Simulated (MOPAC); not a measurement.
Input file for MOPAC: PM6 on HfH, 2S+1 = 2, a spin state set in the input, which need not be the lowest, a point of a bond scan (R = 2.005 Å).

```
PM6 1SCF PRECISE CHARGE=0 UHF MS=0.5 THREADS=1
HHf

Hf     0.00000000 1     0.00000000 1     0.00000000 1
H      0.00000000 1     0.00000000 1     2.00498800 1
```

The log:

```
*******************************************************************************
 **                                                                           **
 **                              MOPAC v23.2.5                                **
 **                                                                           **
 *******************************************************************************
 ** MOPAC's Digital Object Identifier: https://doi.org/10.5281/zenodo.6511958 **
 **                                                                           **
 ** Please cite the open-source release paper for use of this MOPAC version:  **
 ** J. E. Moussa and J. J. P. Stewart (2026)                                  **
 ** MOPAC: An open-source semiempirical molecular orbital program             **
 ** J. Open Source Softw., 11(119), 8025, https://doi.org/10.21105/joss.08025 **
 *******************************************************************************

                              PM6 CALCULATION RESULTS

 *******************************************************************************
 *  PM6        - The PM6 Hamiltonian to be used
 *  UHF        - UNRESTRICTED HARTREE-FOCK CALCULATION
 *
 *
 *
 *                 CHARGE ON SYSTEM = 0
 *
 *
 *
 *  MS=        - IN MECI, MAGNETIC COMPONENT OF SPIN =  0.5
 *  PRECISE    - TIGHTER CRITERIA TO BE USED
 *  1SCF       - DO 1 SCF AND THEN STOP
 *  THREADS=1  - MULTI-THREADING NOT USED
 *  T=         - A TIME OF 172800.0 SECONDS REQUESTED
 *  DUMP=N     - RESTART FILE WRITTEN EVERY 7200.0 SECONDS REQUESTED
 *******************************************************************************
PM6 1SCF PRECISE CHARGE=0 UHF MS=0.5 THREADS=1
 HHf

   ATOM   CHEMICAL          X               Y               Z
  NUMBER   SYMBOL      (ANGSTROMS)     (ANGSTROMS)     (ANGSTROMS)

     1      Hf          0.00000000  *   0.00000000  *   0.00000000  *
     2       H          0.00000000  *   0.00000000  *   2.00498800  *



          CARTESIAN COORDINATES

    NO.       ATOM           X           Y           Z

     1        Hf          0.0000      0.0000      0.0000
     2         H          0.0000      0.0000      2.0050

 General Reference for PM6:
 "Optimization of Parameters for Semiempirical Methods V: Modification of NDDO Approximations
 and Application to 70 Elements", J. J. P. Stewart, J. Mol. Mod., 13, 1173-1213 (2007)
 URL: https://link.springer.com/article/10.1007/s00894-007-0233-4

           Empirical Formula: H Hf  =     2 atoms



      MOLECULAR POINT GROUP   :   C*v


          UHF CALCULATION, NO. OF ALPHA ELECTRONS =    3
                           NO. OF BETA  ELECTRONS =    2

 -------------------------------------------------------------------------------
 PM6 1SCF PRECISE CHARGE=0 UHF MS=0.5 THREADS=1
 HHf



     1SCF WAS SPECIFIED, SO BFGS WAS NOT USED
     SCF FIELD WAS ACHIEVED


                              PM6 CALCULATION
                                                       MOPAC v23.2.5 Linux




          FINAL HEAT OF FORMATION =        196.43288 KCAL/MOL =     821.87518 KJ/MOL


          COSMO AREA              =         85.19 SQUARE ANGSTROMS
          COSMO VOLUME            =         73.01 CUBIC ANGSTROMS

          IONIZATION POTENTIAL    =          7.556146 EV
          ALPHA SOMO LUMO (EV)    =         -7.556 -3.533
          BETA  SOMO LUMO (EV)    =         -8.897 -3.317
          NO. OF ALPHA ELECTRONS  =          3
          NO. OF BETA  ELECTRONS  =          2
          MOLECULAR WEIGHT        =        179.4979         POINT GROUP:  C*v

          MOLECULAR DIMENSIONS (Angstroms)

            Atom       Atom       Distance
            H     2   Hf     1     2.00499
            H     2   Hf     1     0.00000
           Hf     1    H     2     0.00000


          SCF CALCULATIONS        =          1





   ATOM   CHEMICAL          X               Y               Z
  NUMBER   SYMBOL      (ANGSTROMS)     (ANGSTROMS)     (ANGSTROMS)

     1      Hf          0.00000000  *   0.00000000  *   0.00000000  *
     2       H          0.00000000  *   0.00000000  *   2.00498800  *

                             CARTESIAN COORDINATES

   1   Hf        0.000000000     0.000000000     0.000000000
   2    H        0.000000000     0.000000000     2.004988000


           Empirical Formula: H Hf  =     2 atoms



      MOLECULAR POINT GROUP   :   C*v


          ALPHA EIGENVALUES
 -12.29501  -9.80275  -7.55615  -3.53263  -3.53263  -3.40223  -1.56776   7.79860
   7.79860  11.74102


           BETA EIGENVALUES
 -12.29679  -8.89660  -3.31667  -3.31667  -3.24654  -2.97945  -1.56759   7.83561
   7.83561  11.58798


              NET ATOMIC CHARGES AND DIPOLE CONTRIBUTIONS

  ATOM NO.   TYPE          CHARGE      No. of ELECS.   s-Pop       p-Pop       d-Pop
    1         Hf           0.029248        3.9708     1.96101     0.29172     1.71802
    2          H          -0.029248        1.0292     1.02925
 DIPOLE           X         Y         Z       TOTAL
 POINT-CHG.     0.000     0.000    -0.282     0.282
 HYBRID        -0.000    -0.000    -3.617     3.617
 SUM           -0.000    -0.000    -3.898     3.898


          ATOMIC ORBITAL ELECTRON POPULATIONS

     Atom    s        px        py        pz      x^2-y^2     xz        z^2       yz        xy
    1 Hf   1.96101   0.00000   0.00000   0.29172   1.00000   0.00000   0.71802   0.00000   0.00000
    2  H   1.02925


                    (SZ)    =    0.500000
                    (S**2)  =    0.754607


          ATOMIC ORBITAL SPIN POPULATIONS

    Atom   Total    s     px     py     pz   x^2-y^2  xz     z^2    yz     xy
         Atomic
    1 Hf  1.0315 -0.012  0.000  0.000 -0.011  1.000  0.000  0.054  0.000  0.000
    2  H -0.0315 -0.031

 **********************
 *                    *
 * JOB ENDED NORMALLY *
 *                    *
 **********************




 == MOPAC DONE ==
```

The run finished.

Cost: very roughly 0.03 core-seconds.
